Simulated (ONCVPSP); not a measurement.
What one change does to a pseudopotential (arsenic (As), ONCV)

| Property | Result |
| --- | --- |
| Element | arsenic (As) |
| Generator | ONCVPSP 4.0.1 |
| Type | optimised norm-conserving Vanderbilt (ONCV) |
| Functional | Wu-Cohen |
| Relativity | scalar-relativistic |
| Frozen core | [Ar] 3d10 |
| Valence charge | 5 |
| Reference configuration | 4s2 4p2 (charge +1) |
| Partial waves | 4s: rc 1.70 bohr, ncon 5, nbas 8, qcut 3.5 1/bohr, 3 projectors, debl 2.9 Ha; 4p: rc 1.50 bohr, ncon 3, nbas 6, qcut 5.9 1/bohr, 2 projectors, debl 0.8 Ha; d scattering state at 0.1 Ha: rc 1.90 bohr, ncon 3, nbas 7, qcut 5.9 1/bohr, 1 projector |
| Local potential | polynomial inside 1.30 bohr (lpopt 5, dvloc0 0 Ha) |
| Core correction | Teter function, fcfact 4.75, rcfact 1.3 |

Change: all radii but the core radius scaled by about 0.88 (s 1.50, p 1.32, d 1.68 bohr); local potential polynomial inside 1.16 bohr (lpopt 5, dvloc0 0 Ha).

Cutoffs: the cutoffs (Ha) at which the residual kinetic energy of the hardest occupied pseudo-wave falls to 1 and 0.1 mHa per electron; they do not see the model core or the augmentation charge, which bear on the density cutoff. Errors are all-electron minus pseudo energies relative to the spin-unpolarised reference configuration.

Question: Predict the effect on cutoff, ghosts and configuration errors.

Answer: The potential gets neither clearly harder nor softer (36 Ha and 50 Ha → 28 Ha and 86 Ha); a bound ghost appears in p, s, which as a rule spoils a file; of the 4 tests that both files solve, the error grows in 4 and shrinks in 0 by more than 15 % and 0.3 meV (median size 4.5 → 6.4 meV). That the errors move this way runs against the usual rule that smaller radii transfer better.

```tsv
quantity	base	changed
cutoff, loose	36 Ha	28 Ha
cutoff, tight	50 Ha	86 Ha
loose cutoff by channel	s 36 Ha, p 9.4 Ha	s 20 Ha, p 28 Ha
bound ghosts	none	s, p
GHOST(+) flags under 300 eV	s at 196.6 eV	none
error for 4s2 4p3, meV [ΔE -9.17 eV]	+0.6	+1.4
error for 4s2 4p1, meV [ΔE 17.98 eV]	-8.3	-11
error for 4s2 4p0, meV [ΔE 45.76 eV]	-49	-60
error for 4s2 4p2.5, meV [ΔE -5.61 eV]	+0.6	+1.2
rms error of d²Exc/dni dnj with the model core, mHa	1.09	1.06
```

 A true bound ghost makes a file unfit for plane-wave use even where its test errors are small: the radial tests pick states by their node count and pass the ghost by.
